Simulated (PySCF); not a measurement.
Structure from 2D NMR

Compound of formula C$_{7}$H$_{12}$BN. Correlations simulated from computed shifts and the bond graph:

HSQC (one-bond C–H):
```csv
δH,δC
8.62,141.8
7.39,130.1
7.02,119.9
1.11,16.4
0.79,33.4
```

COSY cross peaks (H two or three bonds apart, from the bond graph; peaks can be absent where the dihedral angle is near 90°):
```csv
δH,δH
8.62,7.02
7.39,7.02
3.14,0.79
1.11,0.79
```

HMBC (two and three bonds, from the bond graph):
```csv
δH,δC
8.62,"141.8, 130.1, 119.9"
7.39,"141.8, 119.9"
7.02,"141.8, 130.1, 119.9"
3.14,"141.8, 33.4, 16.4"
1.11,33.4
0.79,16.4
```

[PySCF 2.14: KT2/pcSseg-1 with gauge-including orbitals; geometry: PBE0-D3(BJ)/def2-SVP; no relativistic terms; rapidly exchanging positions averaged; one conformer; no solvent]

δ = σ(ref) − σ, references computed at the same level: TMS for 1H, 13C.

Exchangeable hydrogens are left out of these lists.

Assemble the structure.

## Answers

SMILES CC[BH2-][n+]1ccccc1.

Atom-mapped SMILES (the numbers label the heavy atoms): `[CH3:1][CH2:2][BH2-:3][n+:4]1[cH:5][cH:6][cH:7][cH:8][cH:9]1`; H(Xn) means a hydrogen on atom n.

δC 141.8 is C5/C9, an aromatic CH next to a ring nitrogen (δH 8.62). δC 130.1 is C7, an aromatic CH (δH 7.39). δC 119.9 is C6/C8, an aromatic CH (δH 7.02). δC 33.4 is C2, an sp3 CH2 bonded to B (δH 0.79). δC 16.4 is C1, a methyl carbon (δH 1.11). COSY links 8.62–7.02, 7.39–7.02, 3.14–0.79, 1.11–0.79.

The data come from this structure; uniqueness wasn't tested.

Hydrogens on boron are broadened and split by 11B (spin 3/2, 80 %) and 10B (spin 3). A carbon bonded to boron is broadened by the quadrupolar boron nucleus and is often missing from a measured spectrum. Shifts are as computed. Against solution values, carbons near 30 ppm lie about +2 ppm off and those near 130 ppm about -5 ppm. Of 1309 compounds with measured shifts, 239 miss one by over three times the rms of a fit or turn the order of signals round; such compounds aren't used in these exercises.
